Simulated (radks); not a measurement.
Values are calculated unless marked as measured or tabulated.
Ba I, configuration [Xe] 4f1 6p1 (not the ground configuration). Code: a radial shooting solver on a logarithmic mesh with Libxc functionals. Model: scalar-relativistic Kohn-Sham, LDA (Slater exchange, Perdew-Wang correlation), spin-unpolarised, spherical densities, finite nucleus; Fermi nuclear charge, rms radius 4.8378 fm. Some entries of the table are withheld. Estimate them.

orbital,occ.,eigenvalue (eV),<1/r> (bohr^-1),r(max) (bohr)
1s,2,-37218.28,60.64,0.01644
2s,2,-5884.759,13.95,0.09297
2p,6,-5280.244,13.27,0.07464
3s,2,-1242.266,5.036,0.2666
3p,6,(1),4.780,0.2608
3d,10,-765.9058,(2),0.2150
4s,2,(3),2.085,0.6250
4p,6,-181.5275,1.920,0.6537
4d,10,-90.6501,1.652,0.6958
5s,2,-35.6014,0.8033,1.472
5p,6,-20.7618,0.6756,1.678
6p,1,-2.6868,0.2087,5.189
4f,1,-0.2554,0.3460,0.8482

Answer. 
(1) 3p eigenvalue (eV): -1048.388
(2) 3d <1/r> (bohr^-1): 4.533
(3) 4s eigenvalue (eV): -244.1026
